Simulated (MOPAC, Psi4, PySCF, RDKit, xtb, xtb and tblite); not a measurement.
Two geometries of SMILES [SiH2](C(OC)=O)c1sccc1, singlet, relaxed at GFN2-xTB with one dihedral held; other torsions can differ between them too.

Structure A

```
18

C      3.8749     0.0657    -0.4779
O      2.6770    -0.4101     0.1294
C      1.4990    -0.0361    -0.3907
O      1.3679     0.9134    -1.1229
Si     0.2286    -1.4329    -0.0725
C     -1.4892    -0.7478    -0.3231
C     -1.8751     0.4813    -0.7811
C     -3.2729     0.6471    -0.8516
C     -3.9468    -0.4605    -0.4458
S     -2.8864    -1.7250     0.0277
H      3.6278     0.7052    -1.3274
H      4.4485     0.6347     0.2548
H      4.4461    -0.8037    -0.8029
H      0.4414    -1.9564     1.2769
H      0.5386    -2.4625    -1.0740
H     -1.1629     1.2366    -1.0611
H     -3.7541     1.5481    -1.1881
H     -5.0064    -0.6152    -0.3940
```

Structure B

```
18

C      3.8682     0.0968    -0.5050
O      2.7137    -0.3746     0.1740
C      1.4985    -0.0263    -0.3255
O      1.2555     1.0882    -0.7126
Si     0.5342    -1.6122    -0.7854
C     -1.2575    -1.1871    -1.0809
C     -1.8685     0.0358    -1.1080
C     -3.2519    -0.0277    -1.3692
C     -3.6887    -1.3027    -1.5400
S     -2.4184    -2.4472    -1.3865
H      3.7033     1.1036    -0.8955
H      4.6880     0.1072     0.2110
H      4.0978    -0.5875    -1.3252
H      0.7327    -2.6117     0.2630
H      1.1867    -2.0492    -2.0299
H     -1.3263     0.9504    -0.9473
H     -3.8920     0.8346    -1.4267
H     -4.6833    -1.6451    -1.7472
```

Question: Which is lower in energy at the level B3LYP-D3(BJ)/def2-SVP // GFN2-xTB (Psi4 1.11), and by how much?

Answer: A is lower, by 24.65 kJ/mol (dihedral C1–O2–C3–Si5: 150° in A, 120° in B).

E(B) − E(A) in kJ/mol at the other levels, on the same two geometries: GFN2-xTB (xtb and tblite) 28.51; MMFF94 // GFN2-xTB (RDKit) 24.28; B3LYP/def2-SVP // GFN2-xTB (Psi4) 25.35; PBE/def2-SVP // GFN2-xTB (Psi4) 25.95; PBE-D3(BJ)/def2-SVP // GFN2-xTB (Psi4) 25.54; UFF // GFN2-xTB (RDKit) -2.95; PM7, restricted, heats of formation // GFN2-xTB (MOPAC) 22.71; PM6, restricted, heats of formation // GFN2-xTB (MOPAC) 22.67; GFN1-xTB // GFN2-xTB (xtb) 24.44; restricted B3LYP/6-31G*, spherical d, density fitting // GFN2-xTB (PySCF) 25.82; restricted BP86/6-31G*, spherical d, density fitting // GFN2-xTB (PySCF) 26.34; restricted Hartree-Fock/STO-3G // GFN2-xTB (PySCF) 22.18; restricted Hartree-Fock/6-31G*, spherical d, density fitting // GFN2-xTB (PySCF) 24.94.
